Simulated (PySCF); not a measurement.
## Ionisation energy of Mn by level of theory

Mn [Ar] 3d5 4s2 (6S) → Mn⁺ [Ar] 3d5 4s1 (7S), as a difference of total energies. All numbers are calculated (PySCF 2.14, the spin-free X2C one-electron Hamiltonian (Gaussian nucleus), in x2c-SVPall). Correlated levels: valence: [Ar] frozen. The calculations carry no spin-orbit coupling.

| method | ionisation energy (eV) |
| --- | --- |
| UHF | 6.031 |
| M06-2X | 8.140 |
| PBE0 | 7.188 |
| MP2 (valence) | 6.763 |
| SCS-MP2 (valence) | 6.888 |

How much does correlation contribute at MP2 (valence)?

6.763 − (6.031) = 0.732 eV, measured against UHF.

Errors of the correlated levels include the incompleteness of this basis and the frozen core.

MP2 underrates the near-degeneracy of ns² with np² in the lower species.

For comparison: 7.434 eV (measured; NIST Atomic Spectra Database, ionization energies).
